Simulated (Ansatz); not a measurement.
Harmonic frequencies (cm⁻¹) at PBE0-D4/def2-TZVP from Ansatz: 128, 249, 262, 386, 457, 647, 697, 773, 907, 977, 1572, 2162, 2714, 3563, 3674.

Each molecule was computed in one conformer, which needn't be the lowest.

(1) Which molecule is it?
A. `ClC1=CCB1`
B. `OP([SiH3])S`
C. `S=[C]1[CH2][GeH2]1`
D. `N[AsH]S`

Results:

(1) D.
